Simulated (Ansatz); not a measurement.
A run for Ansatz (a first-principles code): R-PBE0/def2-TZVPP on I2 (SMILES II). Elements past Kr take the def2 small-core potentials; no spin–orbit coupling.

Ansatz 0.2 input:
```yaml
crystal:
  periodic: [false, false, false]
  atoms:
    - {symbol: I, position_ang: [0.00000000, -0.00000000, -1.34736602]}
    - {symbol: I, position_ang: [-0.00000000, 0.00000000, 1.34736602]}
basis:
  gaussian:
    orbitals: def2-TZVPP
hamiltonian:
  xc: {name: PBE0}
scf: {lower_state_search: off}
```

### Question
Predict the final total energy.

### Answer
-595.4602 hartree.
